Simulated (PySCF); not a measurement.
A geometry optimisation on `C(B)C#CC`.

Computed with PBE0-D3(BJ)/def2-SVP geometry optimisation, gas phase (PySCF 2.14.0). Start geometry: GFN2-xTB. A driver script takes a list of jobs; this job's settings line and coordinates (Å) are shown.

Command:
```bash
OMP_NUM_THREADS=1 python probes_run.py task.json out
```

Input:
```
{"job": {"xc": "PBE0", "basis": "def2-SVP", "d3": "d3bj", "grid": 1, "shake": 0.01, "kind": "geom"}, "charge": 0, "multiplicity": 1}
B     -1.893050    -0.315010    -1.519470
C     -0.385830    -0.612390    -1.391360
C      0.250600    -0.158180    -0.182870
C      0.834490     0.224870     0.827980
C      1.440450     0.673540     2.036510
H     -2.467450    -0.609570    -2.506420
H     -2.492590     0.250180    -0.671370
H      0.171390    -0.183040    -2.255000
H     -0.240900    -1.687810    -1.456300
H      2.433210     1.068880     1.832510
H      1.533580    -0.149570     2.759430
H      0.855800     1.469840     2.517330
```

**Question.** Give the output.

**Answer.** 
```
step   0  E = -181.03612138  max force = 0.043474
step   1  E = -181.03627118  max force = 0.027237
step   2  E = -181.03856338  max force = 0.013217
step   3  E = -181.03980475  max force = 0.013456
step   4  E = -181.04044794  max force = 0.001684
step   5  E = -181.04053155  max force = 0.001544
step   6  E = -181.04054225  max force = 0.000419
optimisation converged
```

Energies in Eh; «max force» is the largest Cartesian gradient component in Eh/bohr.

**Question.** Give the first gradient maximum in eV/Å.

**Answer.** With 1 Eh/bohr = 51.422 eV/Å, 2.236 eV/Å.

**Question.** How much energy does the optimisation release, in kJ/mol?

**Answer.** E(step 0) − E(last step) = 0.004421 Eh, which is 11.6 kJ/mol.

Summary of the converged run: final energy -181.04054 Eh after 6 steps; dipole 0.58 D.

**Question.** Where do the atoms end?

**Answer.** 0.055 Å rms from the input after alignment:
```
atom  x, y, z in Å
B1    -1.7862   -0.3481   -1.6830
C2    -0.2672   -0.6036   -1.4041
C3     0.2965   -0.1449   -0.1455
C4     0.7475    0.2466    0.9098
C5     1.2953    0.7142    2.1735
H6    -2.2377   -0.7117   -2.7457
H7    -2.5140    0.1835   -0.8791
H8     0.2908   -0.1915   -2.2695
H9    -0.1273   -1.6984   -1.5293
H10    2.3073    1.1290    2.0419
H11    1.3663   -0.1069    2.9045
H12    0.6664    1.5019    2.6178
```

**Question.** Estimate the wall time. Hardware: an Arm Neoverse V1 with one thread (shared host). And the peak memory of the process?

**Answer.** About 25 s, with 0.43 GiB resident at the peak, the Python interpreter and its libraries included.
Labels such as C1 count atoms from 1, the log's own numbers from 0.
